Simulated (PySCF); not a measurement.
# SMILES C#CB(C)C, C4H7B

Geometry:
```json
{"atom": "C1", "x (Å)": "1.616", "y (Å)": "2.038", "z (Å)": "0.563"}
{"atom": "C2", "x (Å)": "0.877", "y (Å)": "1.119", "z (Å)": "0.312"}
{"atom": "B3", "x (Å)": "-0.028", "y (Å)": "-0.047", "z (Å)": "0.000"}
{"atom": "C4", "x (Å)": "0.587", "y (Å)": "-1.491", "z (Å)": "-0.174"}
{"atom": "C5", "x (Å)": "-1.576", "y (Å)": "0.214", "z (Å)": "-0.167"}
{"atom": "H6", "x (Å)": "2.257", "y (Å)": "2.843", "z (Å)": "0.780"}
{"atom": "H7", "x (Å)": "0.088", "y (Å)": "-2.208", "z (Å)": "0.476"}
{"atom": "H8", "x (Å)": "0.420", "y (Å)": "-1.845", "z (Å)": "-1.191"}
{"atom": "H9", "x (Å)": "1.655", "y (Å)": "-1.545", "z (Å)": "0.023"}
{"atom": "H10", "x (Å)": "-1.752", "y (Å)": "0.845", "z (Å)": "-1.039"}
{"atom": "H11", "x (Å)": "-1.977", "y (Å)": "0.767", "z (Å)": "0.682"}
{"atom": "H12", "x (Å)": "-2.166", "y (Å)": "-0.690", "z (Å)": "-0.290"}
```

Computed with TDDFT PBE0/def2-SVPD excited states, vertical, gas phase in PySCF. Geometry: GFN2-xTB.

Q: How strongly do the lowest singlets absorb one photon, and two photons of half the energy?

A: δ for parallel linear polarisation; σ at the peak of a Lorentzian of half width 0.1 eV, single beam; Ω is circular over linear.
```
state  E (eV)      f  photon λ (nm)  δ (au)  σ (GM)     Ω                                main
   S1    4.46  0.000            556    <0.1    0.00     –                      HOMO→LUMO 0.99
   S2    5.85  0.085            424    63.8    0.80  0.84  HOMO−1→LUMO 0.81, HOMO→LUMO+2 0.16
   S3    6.16  0.000            403    1.07    0.01  1.50                    HOMO−2→LUMO 0.97
   S4    6.57  0.004            377    1.08    0.02  1.45                    HOMO−3→LUMO 0.99
   S5    7.28  0.059            340    1.11    0.02  1.19                    HOMO→LUMO+1 0.98
```

Among these, the strongest one-photon state is S2, the strongest two-photon state S2, with a dipole change of 2.1 D (relaxed, norm of the difference vector).
